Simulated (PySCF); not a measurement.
# TDDFT excited states: H10OSi4

Species: H10OSi4.
Geometry (PBE0-D3(BJ)/def2-SVP, Å), atoms numbered from 1 in this order:
```xyz
15
H10OSi4 angstrom
O     -0.7764   -2.0737    1.5967
Si    -1.5576   -1.0530    0.5222
Si     0.1594   -0.1757   -0.8052
Si    -0.3135    2.0558   -1.3356
Si     2.0747   -0.2969    0.5430
H     -1.3096   -2.4648    2.2955
H     -2.2528    0.0615    1.2481
H     -2.6014   -1.7773   -0.2725
H      0.3543   -0.9830   -2.0526
H     -0.4648    2.8257   -0.0618
H      0.7957    2.6620   -2.1347
H     -1.5856    2.1713   -2.1144
H      3.2378    0.3608   -0.1316
H      1.8065    0.4219    1.8262
H      2.4245   -1.7187    0.8329
```

Computed with PySCF, TDDFT B3LYP/def2-SVPD, vertical, gas phase, core orbitals frozen in the response.

Q: What does the calculation give for the low-lying excited states?

A: 

| state | E (eV) | λ (nm) | ν̃ (cm⁻¹) | f | \|μ\| (D) | main configurations (H = HOMO, L = LUMO) |
| --- | --- | --- | --- | --- | --- | --- |
| S1 | 5.81 | 213.4 | 46860 | 0.029 | 1.16 | H→L (88%) |
| S2 | 6.12 | 202.7 | 49330 | 0.024 | 1.02 | H-1→L (86%) |
| S3 | 6.32 | 196.2 | 50970 | 0.0099 | 0.64 | H→L+1 (91%) |
| S4 | 6.52 | 190.2 | 52570 | 0.0007 | 0.16 | H-2→L (94%) |
| S5 | 6.58 | 188.3 | 53110 | 0.027 | 1.04 | H-1→L+2 (37%), H-1→L+1 (28%), H→L+2 (28%) |
| S6 | 6.77 | 183.1 | 54610 | 0.100 | 1.97 | H-1→L+1 (45%), H-1→L+2 (28%), H→L+4 (9%) |
| S7 | 6.83 | 181.6 | 55060 | 0.058 | 1.49 | H→L+2 (34%), H→L+3 (31%), H-1→L+2 (18%) |
| S8 | 6.87 | 180.6 | 55370 | 0.091 | 1.87 | H→L+3 (44%), H→L+4 (24%), H→L+2 (11%) |
| S9 | 7.00 | 177.2 | 56420 | 0.0053 | 0.45 | H→L+5 (36%), H-3→L (31%), H→L+4 (10%) |
| S10 | 7.02 | 176.7 | 56600 | 0.158 | 2.44 | H→L+4 (42%), H→L+3 (16%), H-1→L+2 (9%) |

Triplets (Tamm–Dancoff): T1 5.30 eV, H→L (92%); T2 5.66 eV, H-1→L (72%), H→L+1 (12%); T3 5.85 eV, H→L+1 (46%), H-1→L+1 (33%), H-1→L (13%); T4 5.90 eV, H→L+2 (47%), H-1→L+1 (29%), H→L+1 (10%).

The lowest singlet comes at 213 nm (561 kJ/mol) in the ultraviolet; it is weak; its leading configuration is HOMO→LUMO (88%). The most intense listed level is S10 at 7.02 eV (177 nm, f = 0.158), 1.21 eV above S1. It is the last of those listed, so stronger ones may follow. Löwdin shares by element: HOMO silicon 70% or more, hydrogen 6% or more (atoms not listed hold the other 24%); LUMO silicon 49% or more, oxygen 15% (atoms not listed hold the other 36%). The oscillator strengths of these states sum to 0.504; summed over the whole spectrum of an exact calculation they would give the number of electrons, 74 (Thomas–Reiche–Kuhn). The listed states span 1.21 eV, and the widest gap between neighbours is 0.31 eV (S1 to S2). Of the 10 states listed, 7 reach f = 0.01 and none stays under 0.0005. The vertical ionisation energy (ΔSCF) is 9.46 eV, 2.45 eV above S10. Only the lowest 10 singlets were computed, as vertical energies without vibronic structure.

Hardware: Arm Neoverse V2, one thread, shared host with 192 logical CPUs at a one-minute load of 112. Cost: 3.0 min wall (with the writing of density and orbital grids), 0.93 GiB resident at most.

One conformer stands for the species.
